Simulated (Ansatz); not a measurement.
CH$_{4}$AlBS, SMILES `[CH3][Al]1[BH][S]1`, one more setting.

```yaml
crystal:
  periodic: [false, false, false]
  atoms:
    - {symbol: C, position_ang: [-0.521389, 1.486682, -0.483727]}
    - {symbol: Al, position_ang: [0.115758, -0.203764, 0.226796]}
    - {symbol: B, position_ang: [0.780119, -1.913190, 1.028048]}
    - {symbol: S, position_ang: [0.486338, -2.173727, -0.726276]}
    - {symbol: H, position_ang: [-1.499016, 1.352884, -0.954590]}
    - {symbol: H, position_ang: [-0.612016, 2.251086, 0.290043]}
    - {symbol: H, position_ang: [0.165435, 1.853177, -1.251660]}
    - {symbol: H, position_ang: [1.176870, -2.710249, 1.815665]}
basis:
  gaussian: {orbitals: aug-pcseg-2}
hamiltonian: {xc: {name: HSE06}}
scf: {lower_state_search: light}
```

```sh
$ ansatz run in.yaml --threads 2 --pin off --events-out ev --progress --plain --max-ram 4352MiB
```

It prints (some lines left out):

```
Functional definition: HSE06
1313 factors; their error is unknown
176 factors; integrals over basis functions are off by at most 3.4e-6 eV
mean field evaluation 1: about -19192.1184 eV, gradient 6.5e1 eV
mean field evaluation 2: about -19185.5556 eV, gradient 7.5e1 eV
mean field evaluation 4: about -19202.8517 eV, gradient 7.4e0 eV
mean field evaluation 8: about -19203.0138 eV, gradient 1.2e-1 eV
mean field evaluation 16: about -19203.0748 eV, gradient 1.1e-4 eV
mean field -19203.07482925 eV, -705.6999836633 hartree, gradient 1.4e-5 eV, S^2 0.000000; 0 other end points of the search recorded, 0 dependent functions left out
reference -19203.07489551 eV, -705.6999860982 hartree; 22, 22 occupied and 262, 262 virtual orbitals, 1313 factors
Total energy: -19203.07489551 eV, -705.6999860982 hartree
```

Run time 12 s (2 threads of an Arm Neoverse V1 on a shared host); peak host memory 0.62 GiB.
